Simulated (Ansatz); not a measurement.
Cost and result for the atomization energy of CH₇FSSi₂ (`FC([SiH3])[SiH2]S`) (12 atoms, 11 bonds).

Cartesian coordinates in Å:
```
F -1.082 1.284 0.564
C -0.467 0.357 -0.302
Si -1.449 -1.264 -0.266
Si 1.349 0.202 0.206
S 2.324 2.096 0.137
H -0.509 0.778 -1.315
H -1.397 -1.857 1.093
H -0.819 -2.194 -1.241
H -2.861 -1.011 -0.650
H 1.409 -0.396 1.564
H 2.057 -0.663 -0.770
H 1.444 2.667 0.979
```

Total charge 0; spin multiplicity 1. All single points use the PBE0-D4/def2-TZVP geometry. It is one conformer, not always the lowest. Program: Ansatz. All runs use 4 threads of an Intel Xeon 6975P-C on a shared host. Times are those of one run each, without the atoms' runs, and a repeat can differ threefold. Electronic energies, without spin–orbit coupling; frozen cores. CCSD(T)/CBS adds CCSD(T) − MP2 in def2-TZVPP to the MP2 limit, and its time is that of the two runs behind it. T1 = 0.012. B3LYP takes the VWN-RPA correlation (the form of Gaussian; ORCA's B3LYP/G).

CCSD(T)/CBS is a level of theory with its own doubt, some kJ/mol a heavy atom from the limit and from the frozen cores, so smaller differences don't rank the functionals.

```csv
level,functions,atomization (kcal/mol),difference from CCSD(T)/CBS,per bond
r2SCAN-D4/def2-TZVPP (with forces),286,920.5,0.5,0.0
B3LYP-D4/def2-TZVPP (with forces),286,916.6,-3.4,-0.3
CCSD(T)/def2-TZVPP,286,894.1,-25.9,-2.4
ωB97X-V/def2-TZVPP,286,926.9,6.9,0.6
ωB97M-V/def2-TZVPP (with forces),286,923.0,3.0,0.3
PBE0-D4/def2-TZVPP,286,912.8,-7.2,-0.7
CCSD(T)/CBS(def2),–,920.0,0.0,0.0
PBE-D4/def2-TZVPP (with forces),286,923.2,3.2,0.3
B2PLYP/def2-TZVPP,286,904.0,-16.0,-1.5
MP2/def2-QZVPP,534,914.6,-5.4,-0.5
```

Order the runs by time, with rough figures. (An estimate is asked.)

The calculation gave: PBE-D4/def2-TZVPP (with forces) 1.9 s; PBE0-D4/def2-TZVPP 2.4 s; r2SCAN-D4/def2-TZVPP (with forces) 3.2 s; B3LYP-D4/def2-TZVPP (with forces) 3.6 s; B2PLYP/def2-TZVPP 4.4 s; ωB97X-V/def2-TZVPP 5.5 s; ωB97M-V/def2-TZVPP (with forces) 8.5 s; MP2/def2-QZVPP 21 s; CCSD(T)/def2-TZVPP 95 s; CCSD(T)/CBS(def2) 120 s.

The D4 term adds +11.4 kcal/mol with B3LYP and +6.1 kcal/mol with PBE0; it sums over pairs of atoms, weighted by their polarisabilities, and B3LYP, whose exchange is more repulsive, gets the larger term. From PBE to PBE0 (25 % exact exchange), in def2-TZVPP and without D4, the atomization energy moves by −9.4 kcal/mol: exact exchange takes away binding that semilocal exchange gives to molecules. In def2-TZVPP, CCSD(T) changes the Hartree–Fock value by +217.7 kcal/mol (the triples alone add +11.9 kcal/mol) and MP2 by +222.9 kcal/mol; breaking electron pairs costs correlation energy, which Hartree–Fock lacks.
